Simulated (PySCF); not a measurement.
CH4F2GaN. Atoms are numbered in the order given.

```xyz
9

Ga     0.0164    -0.3847     0.0000
F      1.0024    -1.8419     0.0000
F     -1.7304    -0.6090     0.0000
N      0.7280     1.2716     0.0000
C     -0.0153     2.5200     0.0000
H      1.7453     1.3646     0.0000
H      0.1987     3.1422     0.8987
H      0.1987     3.1422    -0.8987
H     -1.1035     2.3118     0.0000
```
Charge 0, spin multiplicity 1.

Coordinates come from a PBE-D3(BJ)/def2-SVP optimisation. The structure was generated by enumeration; whether it is a known compound was not checked. One conformer was computed; it need not be the lowest.

These are PBE/def2-TZVP (PySCF) values and carry that method's errors.

ESP charges are fitted to the potential on shells at 1.4 to 2.0 van der Waals radii. Atomic charges (e):

| atom | Löwdin | ESP fit | Mulliken |
|---|---|---|---|
| Ga1 | 0.13 | 0.96 | 0.67 |
| F2 | -0.09 | -0.40 | -0.33 |
| F3 | -0.09 | -0.37 | -0.34 |
| N4 | -0.12 | -0.70 | -0.34 |
| C5 | -0.36 | -0.02 | (withheld) |
| H6 | 0.18 | 0.33 | (withheld) |
| H7 | 0.11 | 0.06 | (withheld) |
| H8 | 0.11 | 0.06 | (withheld) |
| H9 | 0.13 | 0.07 | (withheld) |

Q: Some entries are withheld; supply them. (The exact figures need the calculation; the answer reports its results.)

A: 
- C5, Mulliken: -0.28
- H6, Mulliken: 0.23
- H7, Mulliken: 0.13
- H8, Mulliken: 0.13
- H9, Mulliken: 0.14
